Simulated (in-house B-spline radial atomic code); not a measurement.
The platinum ion Pt³⁺: [Kr] 4d10 4f14 5s2 (5p1/2)2 (5p3/2)3 5d8 (with a hole in an inner shell)

Computed with an all-electron radial atomic-structure program (B-spline basis): Dirac-Hartree-Fock, average of the jj configuration, Fermi nucleus of rms radius 5.427 fm.

Effective charges: Z_r = [3n² - l(l+1)]/(2<r>) from the radius, Z_e = n√(-2ε) from the energy, and Slater's rules. Values are occupation-weighted means over j. An effective charge above Z reflects the relativistic contraction of the inner shells.

```tsv
shell	electrons	ε (eV)	<r> (bohr)	Z_r	Z_e	Slater
1s	2	-78949	0.01715	87.46	76.17	77.70
2s	2	-14045	0.07166	83.73	64.26	73.85
2p	6	-12280	0.06473	77.24	60.08	73.85
3s	2	-3395.2	0.1862	72.50	47.39	66.75
3p	6	-2865.4	0.1869	66.87	43.54	66.75
3d	10	-2239.8	0.1705	61.57	38.49	56.85
4s	2	-795.78	0.415	57.83	30.59	50.25
4p	6	-617.21	0.4401	52.26	26.94	50.25
4d	10	-384.89	0.4676	44.91	21.27	38.85
5s	2	-156.11	0.9602	39.05	16.94	20.70
4f	14	-129.97	0.5113	35.20	12.36	27.45
5p	5	-108.44	1.087	33.59	14.12	20.70
5d	8	-45.873	1.465	23.54	9.18	8.55
```

The least bound orbital is 5d5/2 at -44.88 eV, and it is also the most diffuse (<r> = 1.487 bohr).

For the 1s electron the small component carries 8.75 % of the norm, the zero-frequency Breit interaction raises the level by 290 eV, self-energy by 184.7 eV, and vacuum polarisation lowers it by 37.08 eV.
